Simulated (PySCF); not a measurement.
PySCF input (M06-2X/6-311+G**):

```python
from pyscf import gto, dft

mol = gto.M(
    atom='''
    C    -1.00824300    1.61273200   -0.71177900
    B    -0.41977700    0.33160800   -0.10425600
    C    -1.28371900   -0.73803400    0.67152000
    O     0.93023600    0.17375500   -0.28253300
    C     1.63883100   -0.95061500    0.21258500
    H    -0.39438600    2.33421500   -1.24121400
    H    -2.06012700    1.86844500   -0.64788900
    H    -2.33825800   -0.46725500    0.72742100
    H    -1.21931300   -1.72354400    0.19745400
    H    -0.92230300   -0.87630100    1.69639800
    H     1.56332300   -1.01865800    1.30074800
    H     1.26153000   -1.87954700   -0.22233900
    H     2.68531500   -0.82992700   -0.06298700
    ''',
    basis='6-311+g**',
    charge=0,
    spin=1,
    verbose=4,
)

mf = dft.UKS(mol, xc='m062x').density_fit(auxbasis='def2-universal-jkfit')
mf.grids.level = 4
mf.conv_tol = 1e-9
mf.max_cycle = 100
mf.max_memory = 1500
mf.kernel()
if not mf.converged:
    mf = mf.newton()
    mf.kernel(mf.make_rdm1())
mo, _, stable, _ = mf.stability(return_status=True)
if not stable:
    mf.kernel(mf.make_rdm1(mo, mf.mo_occ))
    stable = mf.stability(return_status=True)[2]
mf.dip_moment()
```

From the output:

```
  HOMO = -0.288672815262  LUMO = -0.0675433023491  gap/eV = 6.01724
cycle= 6 E= -219.163510755518  delta_E= -2.1e-05  |g|= 0.00161  |ddm|= 0.00691
  alpha nocc = 20  HOMO = -0.289336117024977  LUMO = 0.00362410126214496
  beta  nocc = 19  HOMO = -0.35566672617901  LUMO = -0.0675899816605856
  HOMO = -0.289336117025  LUMO = -0.0675899816606  gap/eV = 6.03402
cycle= 7 E= -219.163514544155  delta_E= -3.79e-06  |g|= 0.000757  |ddm|= 0.0034
  alpha nocc = 20  HOMO = -0.289186811485127  LUMO = 0.00363810726352558
  beta  nocc = 19  HOMO = -0.355592296014763  LUMO = -0.0673376827822949
  HOMO = -0.289186811485  LUMO = -0.0673376827823  gap/eV = 6.03682
cycle= 8 E= -219.163515068954  delta_E= -5.25e-07  |g|= 0.000169  |ddm|= 0.00126
  alpha nocc = 20  HOMO = -0.289243113540675  LUMO = 0.00363651769750039
  beta  nocc = 19  HOMO = -0.355594749224334  LUMO = -0.0673541740045884
  HOMO = -0.289243113541  LUMO = -0.0673541740046  gap/eV = 6.03791
cycle= 9 E= -219.163515098044  delta_E= -2.91e-08  |g|= 4.62e-05  |ddm|= 0.000316
  alpha nocc = 20  HOMO = -0.289240256440145  LUMO = 0.00363633265454534
  beta  nocc = 19  HOMO = -0.355597506062718  LUMO = -0.0673497052793621
  HOMO = -0.28924025644  LUMO = -0.0673497052794  gap/eV = 6.03795
cycle= 10 E= -219.163515099702  delta_E= -1.66e-09  |g|= 1.76e-05  |ddm|= 7.4e-05
  alpha nocc = 20  HOMO = -0.289239782939401  LUMO = 0.0036367377301877
  beta  nocc = 19  HOMO = -0.355593692516745  LUMO = -0.0673494028060837
  HOMO = -0.289239782939  LUMO = -0.0673494028061  gap/eV = 6.03794
cycle= 11 E= -219.163515099929  delta_E= -2.27e-10  |g|= 5.44e-06  |ddm|= 2.45e-05
  alpha nocc = 20  HOMO = -0.289239322055813  LUMO = 0.00363660544783751
  beta  nocc = 19  HOMO = -0.35559453178902  LUMO = -0.067349148877863
  HOMO = -0.289239322056  LUMO = -0.0673491488779  gap/eV = 6.03794
Extra cycle  E= -219.163515099945  delta_E= -1.61e-11  |g|= 4.08e-06  |ddm|= 9.06e-06
converged SCF energy = -219.163515099945  <S^2> = 0.75440527  2S+1 = 2.0044004
uhf_internal: lowest eigs of H = [0.28246207 0.35709122 0.40681815]
<class 'pyscf.df.df_jk.DFUKS'> wavefunction is stable in the internal stability analysis
Dipole moment(X, Y, Z, Debye):  0.04524, -0.99969,  0.55613
```

The geometry given is a B3LYP-D3(BJ)/def2-TZVP minimum.
